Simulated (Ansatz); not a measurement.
Consider the isomerisation: `CO[SiH](S)Cl` → `OC[SiH](S)Cl`.

Computed with Ansatz on PBE0-D4/def2-TZVP structures; ΔE is electronic, products minus reactants. CBS: MP2 limit from def2 TZ/QZ plus the TZ coupled-cluster correction, frozen cores. DFT in def2-TZVPP. One conformer a species, not always the lowest.

`CO[SiH](S)Cl`:

Cartesian coordinates in Å:
```
C -0.756 -0.467 -1.320
O -0.224 -0.877 -0.076
Si 0.091 0.134 1.158
S 1.417 1.705 0.623
Cl 0.870 -1.057 2.618
H -0.137 0.309 -1.780
H -1.776 -0.086 -1.208
H -0.779 -1.339 -1.975
H -1.122 0.810 1.665
H 2.417 0.867 0.296
```

`OC[SiH](S)Cl`:

Z-matrix (Å, degrees):
```
C
Si 1 1.882
O 1 1.416 2 108.2
H 1 1.100 2 107.8 3 -121.3
H 1 1.098 2 108.9 3 122.0
Cl 2 2.058 1 108.6 3 -75.6
S 2 2.117 1 108.8 3 47.6
H 2 1.480 1 111.3 3 166.8
H 3 0.960 1 109.1 2 179.6
H 7 1.347 2 91.0 1 -35.8
```

Is it downhill or uphill in electronic energy at CCSD(T)/CBS, and by how much? (Estimate.)

Ansatz gave: Uphill: ΔE = +112.9 kJ/mol.

What do these levels give: ωB97X-V, PBE, PBE0, HF/def2-TZVPP, MP2/def2-TZVPP, CCSD(T)/def2-TZVPP? (An estimate is asked.)

Ansatz gave: ωB97X-V 111.5, PBE 101.6, PBE0 105.5, HF/def2-TZVPP 129.9, MP2/def2-TZVPP 115.6, CCSD(T)/def2-TZVPP 113.6 kJ/mol.

Largest T1 diagnostic among the species: 0.011.

From PBE to PBE0 (25 % exact exchange), in def2-TZVPP and without D4, ΔE moves by +3.9 kJ/mol. In def2-TZVPP, CCSD(T) changes the Hartree–Fock value by −16.3 kJ/mol (the triples alone add −1.8 kJ/mol) and MP2 by −14.4 kJ/mol.
